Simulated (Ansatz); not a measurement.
`[F][Al]([Cl])[Cl]` and `C[Se][Al]([Cl])[Cl]` differ in one atom or group.

Ansatz, PBE0-D4/def2-TZVP geometries, multiplicity 1. Each molecule was computed in one conformer, which needn't be the lowest.

Scalar relativity is left out up to krypton. Spin–orbit coupling is left out; it splits and shifts lone-pair levels of the heavy atoms by tenths of an eV.

```
                                          property  `[F][Al]([Cl])[Cl]`
               HOMO energy (B3LYP/def2-TZVPP) / eV                -9.33
  size of the dipole moment (B3LYP/def2-TZVPP) / D                 0.47
                 LUMO energy (PBE/def2-TZVPP) / eV                -2.17
size of the dipole moment (ωB97M-V/def2-TZVPP) / D                 0.44
             HOMO–LUMO gap (B3LYP/def2-TZVPP) / eV                 7.71
              HOMO–LUMO gap (PBE0/def2-TZVPP) / eV                 8.32
```

Problem. Give the same properties after the change, and the shifts. (Estimate.)

Solution. The calculation gave: 
| property | `C[Se][Al]([Cl])[Cl]` | shift |
| --- | --- | --- |
| HOMO energy (B3LYP/def2-TZVPP) / eV | -7.02 | 2.31 |
| size of the dipole moment (B3LYP/def2-TZVPP) / D | 2.07 | 1.60 |
| LUMO energy (PBE/def2-TZVPP) / eV | -1.79 | 0.38 |
| size of the dipole moment (ωB97M-V/def2-TZVPP) / D | 1.99 | 1.55 |
| HOMO–LUMO gap (B3LYP/def2-TZVPP) / eV | 5.80 | -1.91 |
| HOMO–LUMO gap (PBE0/def2-TZVPP) / eV | 6.29 | -2.03 |

With PBE0 the HOMO rises by 2.36 eV and the LUMO rises by 0.33 eV, so the gap narrows by about 2.03 eV. PBE moves the HOMO by 2.03 eV and ωB97M-V by 2.51 eV. Dipoles are sizes alone; their direction can turn.

B3LYP here is the variant with VWN-RPA as its local correlation; programs differ in this.
